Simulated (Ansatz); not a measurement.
**Counterpoise correction, worked out**

The pair of K⁺ (SMILES [K+], atom 1) and CH₄S (SMILES CS, atoms 2–7), both closed shells, in one local arrangement (a lower one may exist), relaxed at PBE0-D4/def2-TZVP:

```xyz
7
angstrom
K 0.0407 0.2118 -3.4830
C 0.4287 -0.0602 0.8304
S -0.7260 0.5887 -0.4030
H 0.0005 0.0570 1.8237
H 1.3275 0.5519 0.7630
H 0.6795 -1.1016 0.6417
H -1.7509 -0.2475 -0.1729
```

Computed with Ansatz 0.2.0 (basis: def2-TZVPPD); correlated methods freeze the cores. The outer core shell of Li, Na, Mg and K is correlated. The def2 sets are not built for correlating such inner shells, so the correlated values are less sure here.

CCSD(T) total energies in eV:

| system | geometry | basis functions | energy |
| --- | --- | --- | --- |
| pair | pair | all | -28227.97510 |
| K⁺ | as in the pair | all (partner as ghosts) | -16304.26725 |
| CH₄S | as in the pair | all (partner as ghosts) | -11923.16814 |
| K⁺ | as in the pair | its own | -16304.24723 |
| CH₄S | as in the pair | its own | -11923.16147 |
| K⁺ | free (PBE0-D4 minimum) | its own | -16304.24723 |
| CH₄S | free (PBE0-D4 minimum) | its own | -11923.16574 |

Work out the interaction energy with and without the counterpoise correction, the superposition error, and the binding energy from the relaxed fragments.

Without correction: -28227.97510 − (-16304.24723) − (-11923.16147) = -0.56640 eV.
With correction (each fragment in the whole basis): -28227.97510 − (-16304.26725) − (-11923.16814) = -0.53971 eV = -12.45 kcal/mol.
The superposition error is the difference, 0.02669 eV, 5 % of the uncorrected value: each fragment borrows its partner's functions.
Deformation from the free shapes: 0.00000 eV for K⁺ and 0.00427 eV for CH₄S.
Binding energy from relaxed fragments: -0.53971 + 0.00000 + 0.00427 = -0.53544 eV = -12.35 kcal/mol (electronic, without zero-point energy; negative means bound). For comparison, the corrected interaction energy by CCSD(T) at an estimated basis limit (MP2 extrapolated from triple and quadruple zeta, plus CCSD(T) − MP2 in triple zeta) is -0.587 eV; triple zeta with the correction binds less.

No T1 diagnostic of these runs exceeds 0.010.

For scale, one of the runs: CCSD(T)/def2-TZVPPD, 192 basis functions (an equivalent command: `ansatz run in.yaml --threads 2`). Hardware: 2 CPU threads, shared host. Wall time 30 s; peak host memory 2.1 GiB.
